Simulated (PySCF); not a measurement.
Species: (ClAlS)3 ring, Al3Cl3S3.
Cartesian coordinates in Å at the PBE0-D3(BJ)/def2-SVP level; atoms count from 1:
```
atom  x, y, z in Å
Al1    0.7431    1.8974    0.0044
Cl2    1.5206    3.8337    0.0142
S3    -0.3770    1.3596    1.7828
Al4   -1.0150   -0.7088    1.6151
Cl5   -1.9962   -1.4710    3.2929
S6    -0.8176   -2.1318   -0.0126
Al7    0.2988   -1.2067   -1.6256
Cl8    0.5912   -2.4079   -3.3069
S9     1.1851    0.7661   -1.7900
```

Level of theory: PBE0-D3(BJ)/def2-SVP geometry optimisation, gas phase in PySCF 2.14.0.

(1) Which atoms are bound to Al1, and at what distances?

(2) List the angles at Al1.

(3) What is the shape at Al1?

(4) Give some angles away from the centre.

Results:

(1) 3 atoms: Cl2 2.087 Å, S9 2.167 Å, S3 2.169 Å. The nearest atom not counted as bound is Al4, at 3.53 Å (others tie with it).

(2) 
```tsv
angle	degrees	distance of the outer atoms (Å)
S3–Al1–S9	130.9	3.94
Cl2–Al1–S3	114.7	3.58
Cl2–Al1–S9	114.4	3.57
```

(3) Planar: angles 130.9°, 114.7° and 114.4°, sum 360.0°, 0.00 Å off the plane of its three neighbours.

(4) Al1–S3–Al4 108.9°.

Charge 0, singlet. PBE0-D3(BJ)/def2-SVP frequencies: not computed here.

One conformer stands for the species.
